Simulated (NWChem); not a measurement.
System: CHBr2Cl; SMILES BrC(Cl)Br

Here is an NWChem input.

```
start job
memory heap 200 mb stack 900 mb global 1100 mb
geometry units angstroms noautoz
  Cl     2.067588    -0.089335     0.000000
  C      0.413277     0.501829     0.000000
  Br    -0.534199    -0.030806     1.596235
  Br    -0.534199    -0.030806    -1.596235
  H      0.437521     1.595445     0.000000
end
basis spherical
  * library aug-cc-pvtz
end
dft
  xc b3lyp
  iterations 150
  semidirect filesize 400000000
  mulliken
end
task dft energy
```

Structure relaxed at the PBE0/def2-SVP level.

**Question.** Predict the main results of this run. (B3LYP/aug-cc-pVTZ.) Quantities: basis functions; energy (Ha); highest occupied level (eV); orbital gap (eV); dipole (D).

**Answer.** 
* **number of basis functions**: 237
* **energy (Ha)**: -5647.40
* **highest occupied level (eV)**: -8.03
* **orbital gap (eV)**: 6.02
* **dipole (D)**: 0.94
